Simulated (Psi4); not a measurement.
trisilylphosphine (H9PSi3), singlet, geometry from GFN2-xTB; R2SCAN/3-21G run with Psi4 1.11.

The Psi4 input:
```
memory 2 GB

molecule mol {
0 1
  Si   -0.731504    1.823058   -0.407917
  P     0.188212   -0.173504   -0.737277
  Si    1.864737   -0.162405    0.722091
  Si   -1.275283   -1.529703    0.242275
  H     0.236601    2.814525   -0.869990
  H    -1.054774    2.071249    1.000379
  H    -1.955103    1.860164   -1.204897
  H     2.822957    0.836621    0.255715
  H     2.443405   -1.503574    0.709543
  H     1.428875    0.171890    2.081382
  H    -0.684659   -2.865665    0.231555
  H    -2.496811   -1.479831   -0.557180
  H    -1.574971   -1.136111    1.622375
}

set basis 3-21g
set reference rks
set scf_initial_accelerator ediis

energy('r2scan')
print_variables()
```

Predict the main parts of the log of this Psi4 run.


```
   => Loading Basis Set <=

    Name: 3-21G
    Role: ORBITAL
    Keyword: BASIS

         ---------------------------------------------------------
                                   SCF
               by Justin Turney, Rob Parrish, Andy Simmonett
                          and Daniel G. A. Smith
                              RKS Reference
         ---------------------------------------------------------

  ==> Geometry <==

    Molecular point group: c1
    Full point group: C1

    Geometry (in Angstrom), charge = 0, multiplicity = 1:

       Center              X                  Y                   Z               Mass
    ------------   -----------------  -----------------  -----------------  -----------------
         SI          -0.739687115282     1.830601502923    -0.375861751072    27.976926534650
         P            0.180028884718    -0.165960497077    -0.705221751072    30.973761998420
         SI           1.856553884718    -0.154861497077     0.754146248928    27.976926534650
         SI          -1.283466115282    -1.522159497077     0.274330248928    27.976926534650
         H            0.228417884718     2.822068502923    -0.837934751072     1.007825032230
         H           -1.062957115282     2.078792502923     1.032434248928     1.007825032230
         H           -1.963286115282     1.867707502923    -1.172841751072     1.007825032230
         H            2.814773884718     0.844164502923     0.287770248928     1.007825032230
         H            2.435221884718    -1.496030497077     0.741598248928     1.007825032230
         H            1.420691884718     0.179433502923     2.113437248928     1.007825032230
         H           -0.692842115282    -2.858121497077     0.263610248928     1.007825032230
         H           -2.504994115282    -1.472287497077    -0.525124751072     1.007825032230
         H           -1.583154115282    -1.128567497077     1.654430248928     1.007825032230

  Running in c1 symmetry.

  Rotational constants: A =      0.07339  B =      0.07339  C =      0.04235 [cm^-1]
  Rotational constants: A =   2200.16089  B =   2200.16031  C =   1269.64400 [MHz]
  Nuclear repulsion =  347.688364284241175

  Charge       = 0
  Multiplicity = 1
  Electrons    = 66
  Nalpha       = 33
  Nbeta        = 33

  ==> Algorithm <==

  SCF Algorithm Type is DF.
  DIIS enabled.
  MOM disabled.
  Fractional occupation disabled.
  Guess Type is SAD.
  Energy threshold   = 1.00e-06
  Density threshold  = 1.00e-06
[...]
   @DF-RKS iter   2: -1208.59259447833642   -7.21725e-03   4.14596e-03 EDIIS/DIIS
   @DF-RKS iter   3: -1208.65321497855871   -6.06205e-02   1.05185e-03 EDIIS/DIIS
   @DF-RKS iter   4: -1208.65766855045945   -4.45357e-03   2.19097e-04 EDIIS/DIIS
   @DF-RKS iter   5: -1208.65785308275440   -1.84532e-04   1.80241e-05 DIIS
   @DF-RKS iter   6: -1208.65785455723380   -1.47448e-06   1.90953e-06 DIIS
   @DF-RKS iter   7: -1208.65785457533843   -1.81046e-08   4.61455e-07 DIIS
  Energy and wave function converged.

  ==> Post-Iterations <==

   Electrons on quadrature grid:
      Ntotal   =   65.9999718930 ; deviation = -2.811e-05

    Orbital Energies [Eh]
    ---------------------

    Doubly Occupied:

[...]
    Virtual:

[...]
      70A      1.153876

    Final Occupation by Irrep:
              A
    DOCC [    33 ]
    NA   [    33 ]
    NB   [    33 ]

  @DF-RKS Final Energy: -1208.65785457533843

   => Energetics <=

    Nuclear Repulsion Energy =            347.6883642842411746
    One-Electron Energy =               -2366.3731520399119290
    Two-Electron Energy =                 899.0222898386628003
    DFT Exchange-Correlation Energy =     -88.9953566583305076
    Empirical Dispersion Energy =           0.0000000000000000
    VV10 Nonlocal Energy =                  0.0000000000000000
    Total Energy =                      -1208.6578545753384333

Computation Completed

Properties will be evaluated at   0.000000,   0.000000,   0.000000 [a0]

Properties computed using the SCF density matrix

 Multipole Moments:

 ------------------------------------------------------------------------------------
     Multipole            Electronic (a.u.)      Nuclear  (a.u.)        Total (a.u.)
 ------------------------------------------------------------------------------------

 L = 1.  Multiply by 2.5417464519 to convert [e a0] to [Debye]
 Dipole X            :          0.8698458           -1.0206139           -0.1507681
 Dipole Y            :         -0.8018921            0.9408553            0.1389632
 Dipole Z            :         -3.4071921            3.9980169            0.5908248
 Magnitude           :                                                    0.6253924

 ------------------------------------------------------------------------------------

  Variable Map:
  ----------------------------------------------------------------------------
[...]
  Array Variable Map:
  ----------------------------------------------------------------------------
[...]
[...]
```
